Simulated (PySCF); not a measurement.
**Potassium: highly charged ions in a basis for the neutral atom**

K¹⁶⁺ [He] 2s1, K¹⁷⁺ 1s2. All numbers are calculated (PySCF 2.14, the non-relativistic Hamiltonian (point nucleus), in pcseg-2 (6s4p3d, 33 functions)). No spin-orbit coupling, so a gap to NIST mixes the basis error with missing relativistic terms.

Changed run: basis of the neutral atom used for a highly charged ion. This setting is unsound on purpose.

| species | method | sound run (hartree) | changed run (hartree) | converged |
| --- | --- | --- | --- | --- |
| K¹⁶⁺ | UHF | not run | -386.62063 | yes |
| K¹⁶⁺ | BP86 | not run | -386.69941 | yes |
| K¹⁶⁺ | PBE | not run | -386.49265 | yes |
| K¹⁷⁺ | UHF | not run | -349.21681 | yes |
| K¹⁷⁺ | BP86 | not run | -349.26387 | yes |
| K¹⁷⁺ | PBE | not run | -349.03493 | yes |

Ionisation energy of K¹⁶⁺:

| method | changed run (eV) | NIST (eV) |
| --- | --- | --- |
| UHF | 1017.8 | 1034.5 |
| BP86 | 1018.7 | 1034.5 |
| PBE | 1019.3 | 1034.5 |

The contracted functions were made for the neutral atom and can be too rigid for a highly charged ion.
